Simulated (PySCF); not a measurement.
PbI3, SMILES [I][Pb-]([I])[I], charge -1. Atoms are numbered in the order given.

```xyz
4

Pb     0.0000     0.0000     0.8651
I      2.3247     1.3422    -0.4461
I     -2.3247     1.3422    -0.4461
I      0.0000    -2.6843    -0.4461
```
Charge -1, spin multiplicity 1.

Coordinates come from a PBE-D3(BJ)/def2-SVPD optimisation. The isomer is the one that the SMILES or the coordinates give; other isomers of the formula were not compared. The def2 effective core potentials stand for the cores of I, Pb; spin–orbit coupling is left out.

Computed with PBE-D3(BJ)/def2-SVPD (PySCF 2.14.0).

Frequencies are harmonic and unscaled.

Modes within 1.5 cm⁻¹ of each other (mostly degenerate sets) share a row, with their intensities summed.

```tsv
mode	ν (cm⁻¹)	IR (km/mol)	moving atoms (share of kinetic energy)
1–2	33	0.0	I 90 %, Pb 10 %
3	40	0.5	I 68 %, Pb 32 %
4–5	125	64.4	I 55 %, Pb 45 %
6	130	3.9	I 67 %, Pb 33 %
```
